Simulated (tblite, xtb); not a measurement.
C₆H₁₁O₂ (SMILES [CH2]CCCOC(C)=O), doublet, at a GFN2-xTB geometry. Base run: GFN1-xTB (xtb 6.7.1).

Input for xtb:
```
$ xtb mol.xyz --gfn 1 --uhf 1 --json

# file mol.xyz
19

C     -3.85807020     0.95967222    -0.37650342
C     -2.72379607     0.02789644    -0.49555616
C     -1.39761999     0.64685582    -0.06119054
C     -0.25058292    -0.34322575    -0.19481689
O      0.95414043     0.29651878     0.22769156
C      2.05926239    -0.45553238     0.23387704
C      3.24508912     0.32972990     0.72954954
O      2.08017313    -1.60963750    -0.10279019
H     -4.84320800     0.64269278    -0.65596761
H     -3.71897749     1.95634279    -0.01046028
H     -2.63802306    -0.32814218    -1.53343044
H     -2.91680053    -0.87654340     0.10142949
H     -1.46450970     0.97202389     0.97819619
H     -1.18084832     1.52369226    -0.67324169
H     -0.12987024    -0.67491334    -1.23287639
H     -0.41651639    -1.23223889     0.42498240
H      3.09795120     1.38880713     0.54418736
H      3.34243878     0.16887191     1.80158139
H      4.14816110    -0.02802071     0.24423123
```

Programs used: tblite, xtb; a row that names a program was run with it.

Variants of this job, named by their change:

```
change                                                      ΔE vs base (kJ/mol)  dipole (D)  G_solv (kcal/mol)  SCF cycles
----------------------------------------------------------  -------------------  ----------  -----------------  ----------
base                                                                       0.00        2.19                  -          10
acc = 0.1                                                                  0.00        2.19                  -          12
acc = 1000                                                                 0.00        2.19                  -           6
etemp = 3000                                                              -0.41        2.22                  -          10
gbsa = toluene                                                            -31.7        2.40              -7.83          10
alpb = chcl3                                                              -34.3        2.39              -8.59          10
program = tblite; method = gfn1                                            0.00           -                  -           -
alpb = hexane                                                             -27.0        2.29              -6.54          10
etemp = 10000                                                             -81.5        2.20                  -          11
program = tblite; method = gfn1; option = --spin-polarized                -30.1           -                  -           -
```

ALPB and GBSA are two models with their own fitted parameters for each solvent, which aren't always the measured dielectric constant.
